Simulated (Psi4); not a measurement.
C3H9Al, charge -1, doublet, at a GFN2-xTB geometry (such geometries of metal compounds can be far from the true shape) (a state made from the parent by changing its charge; the spin is typed, not shown lowest) (a gas-phase anion, which may not be bound at this level); MP2/6-31G** (Psi4).

Input for Psi4:
```
memory 2 GB

molecule {
-1 2
Al   -0.31345568    0.26070650    0.46689355
C    -1.20837662   -1.44885398   -0.32477592
H    -0.65953292   -1.91921404   -1.15429636
H    -2.21794573   -1.24969512   -0.71502619
H    -1.33776513   -2.24023004    0.42899583
C    -0.03834955    1.50164128   -1.18677467
H     0.51711093    1.04796697   -2.02116991
H     0.51066905    2.42102643   -0.93280851
H    -0.99227817    1.84111055   -1.61801717
C     1.61529581   -0.35933302    0.96256457
H     2.24295330    0.47155375    1.31874227
H     2.18010805   -0.82353158    0.14032435
H     1.62018668   -1.09889706    1.77755562
}

set {
  basis 6-31g**
  reference uhf
  freeze_core true
  mp2_type conv
  scf_type pk
  puream true
  d_convergence 1e-8
}

energy('mp2')
print_variables()
```

What does Psi4 print? Leave out banner, timings and long lists.


```
   => Loading Basis Set <=

    Name: 6-31G**
    Role: ORBITAL
    Keyword: BASIS

         ---------------------------------------------------------
                                   SCF
               by Justin Turney, Rob Parrish, Andy Simmonett
                          and Daniel G. A. Smith
                              UHF Reference
         ---------------------------------------------------------

  ==> Geometry <==

    Molecular point group: c1
    Full point group: C1

    Geometry (in Angstrom), charge = -1, multiplicity = 2:

       Center              X                  Y                   Z               Mass
    ------------   -----------------  -----------------  -----------------  -----------------
         AL          -0.283524604453     0.235812305548     0.422311086374    26.981538530000
         C           -1.178445544453    -1.473748174452    -0.369358383626    12.000000000000
         H           -0.629601844453    -1.944108234452    -1.198878823626     1.007825032230
         H           -2.188014654453    -1.274589314452    -0.759608653626     1.007825032230
         H           -1.307834054453    -2.265124234452     0.384413366374     1.007825032230
         C           -0.008418474453     1.476747085548    -1.231357133626    12.000000000000
         H            0.547042005547     1.023072775548    -2.065752373626     1.007825032230
         H            0.540600125547     2.396132235548    -0.977390973626     1.007825032230
         H           -0.962347094453     1.816216355548    -1.662599633626     1.007825032230
         C            1.645226885547    -0.384227214452     0.917982106374    12.000000000000
         H            2.272884375547     0.446659555548     1.274159806374     1.007825032230
         H            2.210039125547    -0.848425774452     0.095741886374     1.007825032230
         H            1.650117755547    -1.123791254452     1.732973156374     1.007825032230

  Running in c1 symmetry.

  Rotational constants: A =      0.15429  B =      0.15429  C =      0.09207 [cm^-1]
  Rotational constants: A =   4625.38972  B =   4625.38971  C =   2760.17204 [MHz]
  Nuclear repulsion =  147.030268309345672

  Charge       = -1
  Multiplicity = 2
  Electrons    = 41
  Nalpha       = 21
  Nbeta        = 20

  ==> Algorithm <==

  SCF Algorithm Type is PK.
  DIIS enabled.
  MOM disabled.
  Fractional occupation disabled.
  Guess Type is SAD.
  Energy threshold   = 1.00e-08
  Density threshold  = 1.00e-08
  Integral threshold = 1.00e-12

  ==> Primary Basis <==

  Basis Set: 6-31G**
    Blend: 6-31G**
    Number of shells: 53
    Number of basis functions: 105
    Number of Cartesian functions: 109
    Spherical Harmonics?: true
    Max angular momentum: 2

  ==> Integral Setup <==

  Using in-core PK algorithm.
   Calculation information:
      Number of atoms:                  13
      Number of AO shells:              53
      Number of primitives:            117
      Number of atomic orbitals:       109
      Number of basis functions:       105

      Integral cutoff                 1.00e-12
      Number of threads:                 1

  Performing in-core PK
  Using 30974790 doubles for integral storage.
  We computed 829728 shell quartets total.
  Whereas there are 1024596 unique shell quartets.

  ==> DiskJK: Disk-Based J/K Matrices <==

    J tasked:                  Yes
    K tasked:                  Yes
    wK tasked:                  No
    Schwarz Cutoff:          1E-12

  Minimum eigenvalue in the overlap matrix is 1.4067060475E-02.
  Reciprocal condition number of the overlap matrix is 2.8634203793E-03.
    Using symmetric orthogonalization.

  ==> Pre-Iterations <==

  SCF Guess: Superposition of Atomic Densities via on-the-fly atomic UHF (no occupation information).

   -------------------------
    Irrep   Nso     Nmo
   -------------------------
     A        105     105
   -------------------------
    Total     105     105
   -------------------------

  ==> Iterations <==

                        Total Energy        Delta E     RMS |[F,P]|

   @UHF iter SAD:  -359.22465833193718   -3.59225e+02   0.00000e+00
   @UHF iter   1:  -360.48631732829017   -1.26166e+00   5.83868e-03 ADIIS/DIIS
   @UHF iter   2:  -360.68578453792367   -1.99467e-01   2.71213e-03 ADIIS/DIIS
   @UHF iter   3:  -360.72909736402295   -4.33128e-02   3.53798e-04 ADIIS/DIIS
   @UHF iter   4:  -360.73105315137309   -1.95579e-03   6.83491e-05 DIIS
   @UHF iter   5:  -360.73111758478075   -6.44334e-05   1.59800e-05 DIIS
   @UHF iter   6:  -360.73112386590117   -6.28112e-06   4.04647e-06 DIIS
   @UHF iter   7:  -360.73112436408798   -4.98187e-07   1.06630e-06 DIIS
   @UHF iter   8:  -360.73112439879753   -3.47096e-08   3.15221e-07 DIIS
   @UHF iter   9:  -360.73112440180665   -3.00912e-09   1.17395e-07 DIIS
   @UHF iter  10:  -360.73112440220444   -3.97790e-10   3.18422e-08 DIIS
   @UHF iter  11:  -360.73112440222940   -2.49543e-11   1.26123e-08 DIIS
   @UHF iter  12:  -360.73112440223383   -4.43379e-12   4.41918e-09 DIIS
  Energy and wave function converged.

  ==> Post-Iterations <==

   @Spin Contamination Metric:   1.347167213E-03
   @S^2 Expected:                7.500000000E-01
   @S^2 Observed:                7.513471672E-01
   @S   Expected:                5.000000000E-01
   @S   Observed:                5.000000000E-01

    Orbital Energies [Eh]
    ---------------------

    Alpha Occupied:

[...]
    Alpha Virtual:

[...]
    Beta Occupied:

[...]
    Beta Virtual:

[...]
     105A      4.034735

    Final Occupation by Irrep:
              A
    DOCC [    20 ]
    SOCC [     1 ]
    NA   [    21 ]
    NB   [    20 ]

  @UHF Final Energy:  -360.73112440223383

   => Energetics <=

    Nuclear Repulsion Energy =            147.0302683093456722
    One-Electron Energy =                -796.4430960830839012
    Two-Electron Energy =                 288.6817033715043408
    Total Energy =                       -360.7311244022338315

  UHF NO Occupations:
[...]
  DIE_IF_NOT_CONVERGED          => (empty)
[...]
  FREEZE_CORE                   => TRUE            !
  FREEZE_CORE_POLICY            => (empty)
  FROZEN_DOCC                   => (empty)
  FROZEN_UOCC                   => (empty)
  INTEGRAL_PACKAGE              => (empty)
  IP_POLES                      => (empty)
  LEVEL_SHIFT                   => (empty)
  LITERAL_CFOUR                 => (empty)
  LS_THC_BASIS_TOLERANCE        => (empty)
  LS_THC_DF                     => (empty)
  LS_THC_PRUNING_SCHEME         => (empty)
  LS_THC_RADIAL_POINTS          => (empty)
  LS_THC_SPHERICAL_POINTS       => (empty)
  LS_THC_S_EPSILON              => (empty)
  LS_THC_WEIGHTS_TOLERANCE      => (empty)
  MAT_NUM_COLUMN_PRINT          => (empty)
  MAX_MOGRAD_CONVERGENCE        => (empty)
  MAX_RADIAL_MOMENT             => (empty)
  MBIS_D_CONVERGENCE            => (empty)
  MBIS_MAXITER                  => (empty)
  MBIS_PRUNING_SCHEME           => (empty)
  MBIS_RADIAL_POINTS            => (empty)
  MBIS_SPHERICAL_POINTS         => (empty)
  MOGRAD_DAMPING                => (empty)
  MOLDEN_WITH_VIRTUAL           => (empty)
  MO_MAXITER                    => (empty)
  MO_READ                       => (empty)
  MO_STEP_MAX                   => (empty)
  MO_WRITE                      => (empty)
  MP2_OS_SCALE                  => (empty)
  MP2_SOS_SCALE                 => (empty)
  MP2_SOS_SCALE2                => (empty)
  MP2_SS_SCALE                  => (empty)
  MP2_TYPE                      => CONV            !
  MP_TYPE                       => (empty)
  NAT_ORBS                      => (empty)
  NUM_FROZEN_DOCC               => (empty)
  NUM_FROZEN_UOCC               => (empty)
  NUM_GPUS                      => (empty)
  OCC_ORBS_PRINT                => (empty)
  OEPROP                        => (empty)
  OPT_METHOD                    => (empty)
  ORBITAL_OPTIMIZER_PACKAGE     => (empty)
  ORB_OPT                       => FALSE           !
  ORB_RESP_SOLVER               => (empty)
  ORTH_TYPE                     => (empty)
  OS_SCALE                      => (empty)
  PARENT_SYMMETRY               => (empty)
  PCG_BETA_TYPE                 => (empty)
  PCG_CONVERGENCE               => (empty)
  PCG_MAXITER                   => (empty)
  PCM                           => (empty)
  PE                            => (empty)
  PRINT                         => (empty)
  PRINT_NOONS                   => (empty)
  PROPERTIES                    => (empty)
  PROPERTIES_ORIGIN             => (empty)
  PUREAM                        => TRUE            !
  QC_MODULE                     => (empty)
  RAS1                          => (empty)
  RAS2                          => (empty)
  RAS3                          => (empty)
  RAS4                          => (empty)
  RELATIVISTIC                  => (empty)
  RELAXED                       => (empty)
  REMP_A                        => (empty)
  RESTRICTED_DOCC               => (empty)
  RESTRICTED_UOCC               => (empty)
  RMS_MOGRAD_CONVERGENCE        => (empty)
  R_CONVERGENCE                 => (empty)
  SCF_TYPE                      => PK              !
  SCREENING                     => (empty)
  SCS_TYPE                      => (empty)
  SOCC                          => (empty)
  SOS_TYPE                      => (empty)
  SPIN_SCALE_TYPE               => NONE            !
  SS_SCALE                      => (empty)
  SYMMETRIZE                    => (empty)
  TPDM_ABCD_TYPE                => (empty)
  WFN                           => (empty)
  WFN_TYPE                      => OMP2            !
  WRITER_FILE_LABEL             => (empty)
  ZORA_BASIS_TOLERANCE          => (empty)
  ZORA_NR_DEBUG                 => (empty)
  ZORA_PRUNING_SCHEME           => (empty)
  ZORA_RADIAL_POINTS            => (empty)
  ZORA_SPHERICAL_POINTS         => (empty)

 ==============================================================================
 ==============================================================================
 ==============================================================================

                             MP2
                    Program Written by Ugur Bozkaya,
              Additional Contributions by J. P. Misiewicz

 ==============================================================================
 ==============================================================================
 ==============================================================================

	MO spaces per irreps...

	IRREP   FC   AOCC  BOCC  AVIR    BVIR  FV
	==========================================
	   A     8    13    12    84     85     0
	==========================================

	Computing MP2 energy using SCF MOs (Canonical MP2)...
	==============================================================================
	Nuclear Repulsion Energy (a.u.)    :   147.03026830934567
	SCF Energy (a.u.)                  :  -360.73112440223383
	REF Energy (a.u.)                  :  -360.73112440223383
	Alpha-Alpha Contribution (a.u.)    :    -0.05468437381095
	Alpha-Beta Contribution (a.u.)     :    -0.40317710249667
	Beta-Beta Contribution (a.u.)      :    -0.05083214085863
	Scaled_SS Correlation Energy (a.u.):    -0.03517217155652
	Scaled_OS Correlation Energy (a.u.):    -0.48381252299600
	SCS-MP2 Total Energy (a.u.)        :  -361.25010909678633
	SOS-MP2 Total Energy (a.u.)        :  -361.21493692522984
	SCSN-MP2 Total Energy (a.u.)       :  -360.91683346805229
	SCS-MP2-VDW Total Energy (a.u.)    :  -361.29994935076428
	SOS-PI-MP2 Total Energy (a.u.)     :  -361.29557234572917
	MP2 Correlation Energy (a.u.)      :    -0.50869361716624
	MP2 Total Energy (a.u.)            :  -361.23981801940005
	==============================================================================

  Variable Map:
  ----------------------------------------------------------------------------
[...]
  Array Variable Map:
  ----------------------------------------------------------------------------
[...]
[...]
```
